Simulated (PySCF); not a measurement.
# Structure elucidation problem

The spectra below were simulated for a compound C₇H₄FNO.

¹H NMR (500 MHz, computed): δ 7.61 (m, 1H), 7.18 (dt, J = 10.0, 2.1 Hz, 1H), 7.16 (ddd, J = 9.4, 8.3, 2.4 Hz, 1H), 7.05 (dd, J = 8.9, 1.8 Hz, 1H).

¹³C{¹H} NMR (computed): δ 170.4 (C, d, J = 316.5 Hz), 144.4 (C, d, J = 8.3 Hz), 140.3 (CH, d, J = 6.6 Hz), 137.8 (C), 127.6 (CH), 118.5 (CH, d, J = 22.3 Hz), 118.2 (CH, d, J = 19.0 Hz).

PySCF 2.14.0 with density-fitted response routines calculation with shieldings: GIAO HF/pcSseg-1, couplings computed with B3LYP/pcJ-1 (spin–dipole term only in couplings to heteroatoms) and geometry from PBE0-D3(BJ)/def2-SVP; relativity neglected, in vacuum, a single conformation.

Chemical shifts δ = σref − σ; ¹H (σref 31.69), ¹³C (σref 190.85) vs TMS, all at this level.

What is the structure?

Results:


The formula gives 6 degrees of unsaturation (1 ring in the answer). 7 carbon signals for 7 carbons: no two carbons are equivalent. Carbon types of the structure: 3 × C, 4 × CH, which accounts for all hydrogens. δC 170.4: aromatic carbon bearing fluorine; the electronegative substituent deshields the carbon that carries it. δC 144.4: aromatic carbon bearing nitrogen; an ipso carbon deshielded by its heteroatom. δC 140.3, 127.6, 118.5, 118.2: aromatic CH. δC 137.8: central carbon of a heterocumulene. δH 7.61, 7.18, 7.16, 7.05: hydrogen on an aromatic CH; aromatic region.

The compound is `O=C=Nc1cccc(F)c1`.

The shifts were computed for this structure.

C–F couplings over four or more bonds (about 3 Hz to the para carbon of a fluoroarene) are left out. Common functionals overestimate the size of one-bond C–F couplings by tens of Hz; these are unscaled. Multiplet labels drop couplings under 1 Hz and merge nearly equal ones. Unscaled 3J(H,H) at this level run about 10 % above measured values. Shifts are as computed. Against solution values, carbons near 30 ppm lie about -0 ppm off and those near 130 ppm about +7 ppm. Of 1211 compounds with measured shifts, 218 miss one by over three times the rms of a fit or turn the order of signals round; such compounds aren't used in these exercises.
